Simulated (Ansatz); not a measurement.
Geometry optimisation, RHF/def2-SVP in Ansatz.

input.yaml

```yaml
crystal:
  periodic: [false, false, false]
  atoms:
    - { symbol: Si, position_ang: [0.169792, -0.38584, -0.56596] }
    - { symbol: O, position_ang: [0.075381, -0.379121, 2.311134] }
    - { symbol: Si, position_ang: [-1.241299, -0.208721, 3.304014] }
    - { symbol: H, position_ang: [-2.326462, -1.125185, 2.894513] }
    - { symbol: H, position_ang: [-0.876305, -0.509882, 4.706122] }
    - { symbol: H, position_ang: [-1.676902, 1.193764, 3.192314] }
    - { symbol: H, position_ang: [0.969482, 0.758564, -0.199559] }
    - { symbol: F, position_ang: [-1.374379, -0.199867, -0.261334] }
    - { symbol: F, position_ang: [0.285719, -0.630386, -2.130854] }
    - { symbol: F, position_ang: [0.667588, -1.738289, 0.112976] }
    - { symbol: H, position_ang: [0.452386, -1.259938, 2.172832] }
basis:
  gaussian: { orbitals: def2-SVP }
hamiltonian:
  xc: hf
relax:
  f_tol: 0.03
  max_steps: 50
```

Command:

```bash
$ ansatz run input.yaml --threads 2 --pin off --max-ram 3072MiB --backend cpu --events-out ev --progress --plain --runs-dir out
```

Problem. Where does it end, and by what steps?

Solution. The forces met the threshold. After 8 steps the energy has fallen by 0.050 eV; H6 moved furthest, 0.37 Å.

| step | energy less start (eV) | largest force component (eV/Å) | accepted |
| --- | --- | --- | --- |
| 0 | 0.0000 | 1.128 | yes |
| 1 | -0.0288 | 0.303 | yes |
| 2 | -0.0360 | 0.186 | yes |
| 3 | -0.0415 | 0.164 | yes |
| 4 | -0.0445 | 0.144 | yes |
| 5 | -0.0470 | 0.114 | yes |
| 6 | -0.0487 | 0.056 | yes |
| 7 | -0.0493 | 0.047 | yes |
| 8 | -0.0497 | 0.029 | yes |

```xyz
11
Properties=species:S:1:pos:R:3
Si 0.159 -0.369 -0.514
O 0.057 -0.609 2.267
Si -1.239 -0.194 3.229
H -2.359 -1.144 3.051
H -0.833 -0.204 4.654
H -1.640 1.165 2.825
H 0.911 0.741 0.023
F -1.389 -0.328 -0.162
F 0.230 -0.303 -2.102
F 0.748 -1.795 -0.132
H 0.481 -1.445 2.397
```

The run took 15 s on 2 threads of Arm Neoverse V2, on a shared host, peak memory 0.24 GiB.
